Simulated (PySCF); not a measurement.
3-fluorothiophene (C4H3FS), SMILES c1(ccsc1)F.

Geometry optimised at B3LYP-D3(BJ)/def2-SVP.

Two levels are set side by side: TDA-PBE/def2-SVPD (PySCF) and TDA-CAM-B3LYP/def2-SVPD (PySCF). Vertical, same geometry. The lowest singlet is HOMO→LUMO+1 100 % with PBE and HOMO→LUMO 70 %, HOMO−1→LUMO 15 % with the other functional; states are paired by order. Differences are taken from unrounded values.

```
quantity                               TDA-CAM-B3LYP
-------------------------------------  -------------
lowest singlet excitation (eV)                  5.86
lowest triplet excitation (TDA) (eV)            3.71
first bright state (f over 0.05) (eV)           5.86
its oscillator strength                         0.12
```

Q: What does TDA-PBE give, and how far is it from TDA-CAM-B3LYP? (An estimate is asked for; the answer gives what the named calculation found.)

A: 
```json
[
 {"quantity": "lowest singlet excitation (eV)", "TDA-PBE": "5.41", "TDA-PBE minus TDA-CAM-B3LYP": "-0.44"},
 {"quantity": "lowest triplet excitation (TDA) (eV)", "TDA-PBE": "3.74", "TDA-PBE minus TDA-CAM-B3LYP": "0.04"},
 {"quantity": "first bright state (f over 0.05) (eV)", "TDA-PBE": "5.47", "TDA-PBE minus TDA-CAM-B3LYP": "-0.39"},
 {"quantity": "its oscillator strength", "TDA-PBE": "0.08", "TDA-PBE minus TDA-CAM-B3LYP": "-0.04"}
]
```

Functionals without exact exchange tend to place singlet excitations lower, as here. Differences between two approximate levels are no errors against the true value.

Rough cost on one machine, each run with all the roots and properties that it gave: TDA-CAM-B3LYP against TDA-PBE about 5 times.
